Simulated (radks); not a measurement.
Task: All-electron atom: Mn I in [Ar] 3d5 4s2 (the NIST ground configuration). Calculated with a radial shooting solver on a logarithmic mesh with Libxc functionals: scalar-relativistic Kohn-Sham, PBE, spin-polarised, spherical densities, finite nucleus; open shells are filled with parallel spins first; Fermi nuclear charge, rms radius 3.7057 fm. Some entries of the table are withheld. Estimate them.

orbital  occ.  eigenvalue (eV)  <r^2> (bohr^2)  <1/r> (bohr^-1)
1s down     1        -6428.402        0.004988            24.93
1s up       1        -6428.390        0.004988            24.93
2s up       1        -743.7232         0.09240            5.300
2s down     1        -741.6660         0.09203            5.310
2p up       3        -629.7351         0.07529            5.198
2p down     3        -628.1713         0.07490            5.207
3s up       1         -87.3630          0.8365            1.662
3s down     1         -82.2240          0.8434            1.654
3p up       3              (1)          0.9625            1.523
3p down     3              (2)          0.9791            1.512
3d up       5          -8.1462             (3)            1.142
4s up       1          -5.5082           10.54           0.4338
4s down     1          -4.4637           12.58           0.3936
3d down     0          -3.7715             (4)            1.059
4p up       0          -1.5458           22.46           0.3008
4p down     0          -1.1682           29.24           0.2621

Result: 
(1) 3p up eigenvalue (eV): -56.0712
(2) 3p down eigenvalue (eV): -51.0318
(3) 3d up <r^2> (bohr^2): 1.892
(4) 3d down <r^2> (bohr^2): 2.690
